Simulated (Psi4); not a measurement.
C5H7N (SMILES Cn1cccc1), singlet, at a GFN2-xTB geometry; MP2/def2-SVPD (Psi4).

The Psi4 input:
```
memory 2 GB

molecule mol {
0 1
C     2.037716    0.018930    0.265991
N     0.612818    0.007555    0.101585
C    -0.169373   -1.101976    0.058548
C    -1.464654   -0.716991   -0.157260
C    -1.465474    0.687185   -0.254222
C    -0.170633    1.099670   -0.093488
H     2.348580    0.952455    0.735118
H     2.547235   -0.071800   -0.698923
H     2.345162   -0.813819    0.898983
H     0.250138   -2.080665    0.188823
H    -2.316200   -1.363947   -0.234234
H    -2.317754    1.316464   -0.419292
H     0.247624    2.087521   -0.098986
}

set {
  basis def2-svpd
  reference rhf
  freeze_core true
}

energy('mp2')
print_variables()
```

Question: Predict the main parts of the log of this Psi4 run.

Answer: 
```
    SCF Algorithm Type (re)set to DF.

   => Loading Basis Set <=

    Name: DEF2-SVPD
    Role: ORBITAL
    Keyword: BASIS

         ---------------------------------------------------------
                                   SCF
               by Justin Turney, Rob Parrish, Andy Simmonett
                          and Daniel G. A. Smith
                              RHF Reference
         ---------------------------------------------------------

  ==> Geometry <==

    Molecular point group: c1
    Full point group: C1

    Geometry (in Angstrom), charge = 0, multiplicity = 1:

       Center              X                  Y                   Z               Mass
    ------------   -----------------  -----------------  -----------------  -----------------
         C            2.075696284221     0.019250470995     0.270534345492    12.000000000000
         N            0.650798284221     0.007875470995     0.106128345492    14.003074004430
         C           -0.131392715779    -1.101655529005     0.063091345492    12.000000000000
         C           -1.426673715779    -0.716670529005    -0.152716654508    12.000000000000
         C           -1.427493715779     0.687505470995    -0.249678654508    12.000000000000
         C           -0.132652715779     1.099990470995    -0.088944654508    12.000000000000
         H            2.386560284221     0.952775470995     0.739661345492     1.007825032230
         H            2.585215284221    -0.071479529005    -0.694379654508     1.007825032230
         H            2.383142284221    -0.813498529005     0.903526345492     1.007825032230
         H            0.288118284221    -2.080344529005     0.193366345492     1.007825032230
         H           -2.278219715779    -1.363626529005    -0.229690654508     1.007825032230
         H           -2.279773715779     1.316784470995    -0.414748654508     1.007825032230
         H            0.285604284221     2.087841470995    -0.094442654508     1.007825032230

  Running in c1 symmetry.

  Rotational constants: A =      0.29720  B =      0.12053  C =      0.08717 [cm^-1]
  Rotational constants: A =   8909.70938  B =   3613.40644  C =   2613.16355 [MHz]
  Nuclear repulsion =  225.690100287170310

  Charge       = 0
  Multiplicity = 1
  Electrons    = 44
  Nalpha       = 22
  Nbeta        = 22

  ==> Algorithm <==

  SCF Algorithm Type is DF.
  DIIS enabled.
  MOM disabled.
  Fractional occupation disabled.
  Guess Type is SAD.
  Energy threshold   = 1.00e-08
  Density threshold  = 1.00e-08
  Integral threshold = 1.00e-12

  ==> Primary Basis <==

  Basis Set: DEF2-SVPD
    Blend: DEF2-SVPD
    Number of shells: 76
    Number of basis functions: 176
    Number of Cartesian functions: 188
    Spherical Harmonics?: true
    Max angular momentum: 2

   => Loading Basis Set <=

    Name: (DEF2-SVPD AUX)
    Role: JKFIT
    Keyword: DF_BASIS_SCF

  ==> Integral Setup <==

  SCF_SUBTYPE=INCORE selected. In-core MEM_DF algorithm will be used.
  Using in-core AOs.

  ==> MemDFJK: Density-Fitted J/K Matrices <==

    J tasked:                   Yes
    K tasked:                   Yes
    wK tasked:                   No
    Algorithm:                 Core
    Schwarz Cutoff:           1E-12
    Mask sparsity (%):       0.7038
    Fitting Condition:        1E-10

   => Auxiliary Basis Set <=

  Basis Set: (DEF2-SVPD AUX)
    Blend: DEF2-UNIVERSAL-JKFIT
    Number of shells: 192
    Number of basis functions: 578
    Number of Cartesian functions: 678
    Spherical Harmonics?: true
    Max angular momentum: 4

  Minimum eigenvalue in the overlap matrix is 3.4317917719E-05.
  Reciprocal condition number of the overlap matrix is 2.9267421828E-06.
    Using symmetric orthogonalization.

  ==> Pre-Iterations <==

  SCF Guess: Superposition of Atomic Densities via on-the-fly atomic UHF (no occupation information).

   -------------------------
    Irrep   Nso     Nmo
   -------------------------
     A        176     176
   -------------------------
    Total     176     176
   -------------------------

  ==> Iterations <==

                           Total Energy        Delta E     RMS |[F,P]|

   @DF-RHF iter SAD:  -247.54073335972151   -2.47541e+02   0.00000e+00
   @DF-RHF iter   1:  -247.53821859423792    2.51477e-03   2.51788e-03 DIIS/ADIIS
   @DF-RHF iter   2:  -247.64443103560046   -1.06212e-01   1.22730e-03 DIIS/ADIIS
   @DF-RHF iter   3:  -247.66759203797551   -2.31610e-02   2.88785e-04 DIIS/ADIIS
   @DF-RHF iter   4:  -247.66945660468912   -1.86457e-03   1.14762e-04 DIIS/ADIIS
   @DF-RHF iter   5:  -247.66968656913218   -2.29964e-04   2.19403e-05 DIIS
   @DF-RHF iter   6:  -247.66970276359760   -1.61945e-05   1.00736e-05 DIIS
   @DF-RHF iter   7:  -247.66970651866970   -3.75507e-06   3.56964e-06 DIIS
   @DF-RHF iter   8:  -247.66970746677490   -9.48105e-07   1.17850e-06 DIIS
   @DF-RHF iter   9:  -247.66970756573329   -9.89584e-08   2.73728e-07 DIIS
   @DF-RHF iter  10:  -247.66970756923010   -3.49681e-09   1.10890e-07 DIIS
   @DF-RHF iter  11:  -247.66970756965219   -4.22091e-10   2.35303e-08 DIIS
   @DF-RHF iter  12:  -247.66970756967774   -2.55511e-11   7.20540e-09 DIIS
  Energy and wave function converged.

  ==> Post-Iterations <==

    Orbital Energies [Eh]
    ---------------------

    Doubly Occupied:

[...]
      22A     -0.296017

    Virtual:

[...]
     176A      4.045924

    Final Occupation by Irrep:
              A
    DOCC [    22 ]
    NA   [    22 ]
    NB   [    22 ]

  @DF-RHF Final Energy:  -247.66970756967774

   => Energetics <=

    Nuclear Repulsion Energy =            225.6901002871703099
    One-Electron Energy =                -780.9105666012015945
    Two-Electron Energy =                 307.5507587443535158
    Total Energy =                       -247.6697075696777119

Computation Completed

Properties will be evaluated at   0.000000,   0.000000,   0.000000 [a0]

Properties computed using the SCF density matrix

 Multipole Moments:

 ------------------------------------------------------------------------------------
     Multipole            Electronic (a.u.)      Nuclear  (a.u.)        Total (a.u.)
 ------------------------------------------------------------------------------------

 L = 1.  Multiply by 2.5417464519 to convert [e a0] to [Debye]
 Dipole X            :         -2.3218591            3.1579884            0.8361293
 Dipole Y            :         -0.0172081            0.0266503            0.0094422
 Dipole Z            :         -0.2578119            0.3777661            0.1199542
 Magnitude           :                                                    0.8447428

 ------------------------------------------------------------------------------------

  //>>>>>>>>>>>>>>>>>>>>>>>>>>>>>>>>>>>//
  //               DFMP2               //
  //<<<<<<<<<<<<<<<<<<<<<<<<<<<<<<<<<<<//

   => Loading Basis Set <=

    Name: (DEF2-SVPD AUX)
    Role: RIFIT
    Keyword: DF_BASIS_MP2

	 --------------------------------------------------------
	                          DF-MP2
	      2nd-Order Density-Fitted Moller-Plesset Theory

	        Rob Parrish, Justin Turney, Andy Simmonett,
	           Ed Hohenstein, and C. David Sherrill
	 --------------------------------------------------------

   => Auxiliary Basis Set <=

  Basis Set: (DEF2-SVPD AUX)
    Blend: DEF2-SVPD-RI
    Number of shells: 183
    Number of basis functions: 545
    Number of Cartesian functions: 625
    Spherical Harmonics?: true
    Max angular momentum: 3

	 --------------------------------------------------------
	                 NBF =   176, NAUX =   545
	 --------------------------------------------------------
	   CLASS    FOCC     OCC    AOCC    AVIR     VIR    FVIR
	   PAIRS       6      22      16     154     154       0
	 --------------------------------------------------------

	-----------------------------------------------------------
	 ==================> DF-MP2 Energies <====================
	-----------------------------------------------------------
	 Reference Energy          =    -247.6697075696777404 [Eh]
	 Singles Energy            =      -0.0000000000000000 [Eh]
	 Same-Spin Energy          =      -0.2251736292812285 [Eh]
	 Opposite-Spin Energy      =      -0.6489321700493738 [Eh]
	 Correlation Energy        =      -0.8741057993306023 [Eh]
	 Total Energy              =    -248.5438133690083475 [Eh]
	-----------------------------------------------------------
	 ================> DF-SCS-MP2 Energies <==================
	-----------------------------------------------------------
	 SCS Same-Spin Scale       =       0.3333333333333333 [-]
	 SCS Opposite-Spin Scale   =       1.2000000000000000 [-]
	 SCS Same-Spin Energy      =      -0.0750578764270761 [Eh]
	 SCS Opposite-Spin Energy  =      -0.7787186040592485 [Eh]
	 SCS Correlation Energy    =      -0.8537764804863247 [Eh]
	 SCS Total Energy          =    -248.5234840501640576 [Eh]
	-----------------------------------------------------------

  Variable Map:
  ----------------------------------------------------------------------------
[...]
  Array Variable Map:
  ----------------------------------------------------------------------------
[...]
[...]
```
